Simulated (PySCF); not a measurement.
A TDDFT job was run through a driver script with this input:

```
{"job": {"kind": "uv", "xc": "PBE0", "basis": "def2-SVPD", "nstates": 8, "ntriplets": 3}, "charge": 0, "multiplicity": 1}
O     -2.365855    -1.392692     0.628840
C     -1.643288    -0.600241     0.187869
C     -0.749270     0.232080    -0.235416
Br    -1.232191     1.661628    -1.429428
Si     1.055941     0.128385     0.290759
Br     2.245563    -0.685264    -1.382730
H      1.167599    -0.814214     1.388977
H      1.530557     1.479731     0.526563
```

The program printed, after the SCF cycles:

```
converged SCF energy = -5588.7554738298

Static polarisability (au): isotropic 94.920, principal 77.158 97.430 110.173

Singlet excitations
state   eV       nm        f      main configurations
  1   2.8796    430.6   0.00022   H->L 0.98
  2   4.6057    269.2   0.00036   H-1->L 0.52, H-3->L 0.30, H-2->L 0.17
  3   5.0221    246.9   0.00160   H-2->L 0.62, H-1->L 0.33
  4   5.1545    240.5   0.00517   H-3->L 0.63, H-2->L 0.20, H-1->L 0.11
  5   5.4555    227.3   0.00285   H->L+2 0.44, H-4->L 0.43
  6   5.7144    217.0   0.01274   H->L+2 0.44, H-4->L 0.31, H->L+1 0.21
  7   5.7972    213.9   0.06357   H->L+1 0.67, H-4->L 0.17
  8   6.4567    192.0   0.00922   H->L+3 0.93

Triplet excitations (Tamm-Dancoff, eV): 2.4286 4.1217 4.7763
```

Computed with TDDFT PBE0/def2-SVPD, vertical, gas phase, core orbitals frozen in the response (PySCF). Geometry: GFN2-xTB, one conformer, isolated molecule. The PBE0/def2-SVPD calculation is non-relativistic and has no spin–orbit coupling, an omission that weighs most on bromine.

What is the total energy of state 6 at this geometry?

-5588.75547 + 0.21000 = -5588.54547 hartree.

Does any listed singlet fall in the visible range?

S1 lies in the visible range (380 to 750 nm), at 431 nm, dark in the vertical dipole picture (f under 0.0005); light of that wavelength is violet, and its complementary colour is yellow-green; a Tamm–Dancoff triplet lies at 511 nm, without intensity as long as spin–orbit coupling is left out.

What is the polarisability anisotropy, √(½[(α1 − α2)² + (α2 − α3)² + (α3 − α1)²])?

28.84 au.

How much of the mean polarisability do the listed states account for?

The sum over states Σ f/ΔE² (ΔE in hartree) gives 2.15 au, 2% of the total; the rest comes from higher roots of the same response equations.

How many basis functions and electrons does this run hold?

185 basis functions for 106 electrons in 53 doubly occupied orbitals.

Write the structure that the coordinates describe.

`O=C=C(Br)[SiH2]Br` (C2H2Br2OSi), point group C1.

H and L stand for HOMO and LUMO.

The values belong to the conformer `[O:1]=[C:2]=[C:3]([Br:4])[SiH2:5][Br:6]`: C2–C3–Si5–Br6 105°.
